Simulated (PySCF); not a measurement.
Changes within a family of molecules, several properties at once.

PySCF, CAM-B3LYP/def2-SVPD, density fitting, gas phase; each molecule at its own PBE0-D3(BJ)/def2-SVP geometry, one conformer. Singlet excitations by full TDDFT with frozen cores, triplets by Tamm–Dancoff TDDFT and ionisation energies by ΔSCF, from the lowest of the holes tried. 

Torsions of the conformers computed, which needn't be the lowest (atom-mapped SMILES):
- `[CH3:1][CH2:2][CH2:3][AlH2:4]`: C1–C2–C3–Al4 63°

Reference: `[CH3][AlH2]`, with HOMO energy -9.50 eV, LUMO energy -0.37 eV, lowest singlet excitation 5.40 eV, lowest triplet excitation 4.98 eV, mean polarisability 43.3 au, dipole moment 0.70 D and vertical ionisation energy 10.55 eV.

Changes against it:

```json
{"molecule": "[AlH2][CH]1CC1", "Δ HOMO energy (eV)": "+0.49", "Δ LUMO energy (eV)": "+0.02", "Δ lowest singlet excitation (eV)": "-0.22", "Δ lowest triplet excitation (eV)": "-0.11", "Δ mean polarisability (au)": "+19.6", "Δ dipole moment (D)": "+0.16", "Δ vertical ionisation energy (eV)": "-0.70"}
{"molecule": "[AlH2][NH][SiH3]", "Δ HOMO energy (eV)": "+0.40", "Δ LUMO energy (eV)": "+0.35", "Δ lowest singlet excitation (eV)": "+0.71", "Δ lowest triplet excitation (eV)": "+0.38", "Δ mean polarisability (au)": "+21.1", "Δ dipole moment (D)": "+0.15", "Δ vertical ionisation energy (eV)": "-0.67"}
{"molecule": "CC[CH2][AlH2]", "Δ HOMO energy (eV)": "+0.61", "Δ LUMO energy (eV)": "+0.01", "Δ lowest singlet excitation (eV)": "-0.41", "Δ lowest triplet excitation (eV)": "-0.31", "Δ mean polarisability (au)": "+23.8", "Δ dipole moment (D)": "+0.20", "Δ vertical ionisation energy (eV)": "-0.82"}
{"molecule": "[AlH2][Cl]", "Δ HOMO energy (eV)": "-0.48", "Δ LUMO energy (eV)": "-0.39", "Δ lowest singlet excitation (eV)": "+0.12", "Δ lowest triplet excitation (eV)": "+0.12", "Δ mean polarisability (au)": "-1.3", "Δ dipole moment (D)": "+0.72", "Δ vertical ionisation energy (eV)": "+0.60"}
```

Rows whose labels were lost:

```json
{"row": "P", "Δ HOMO energy (eV)": "+1.22", "Δ LUMO energy (eV)": "+0.63", "Δ lowest singlet excitation (eV)": "+0.30", "Δ lowest triplet excitation (eV)": "-0.35", "Δ mean polarisability (au)": "+8.5", "Δ dipole moment (D)": "+0.40", "Δ vertical ionisation energy (eV)": "-1.40"}
{"row": "Q", "Δ HOMO energy (eV)": "+0.58", "Δ LUMO energy (eV)": "-0.01", "Δ lowest singlet excitation (eV)": "-0.44", "Δ lowest triplet excitation (eV)": "-0.33", "Δ mean polarisability (au)": "+12.1", "Δ dipole moment (D)": "+0.01", "Δ vertical ionisation energy (eV)": "-0.71"}
```

**Question.** Which row belongs to which of `C[CH2][AlH2]` and `C[NH][AlH2]`?

**Answer.** P = `C[NH][AlH2]` and Q = `C[CH2][AlH2]`. P and Q are told apart most clearly by the lowest singlet excitation (+0.30 against -0.44 eV).
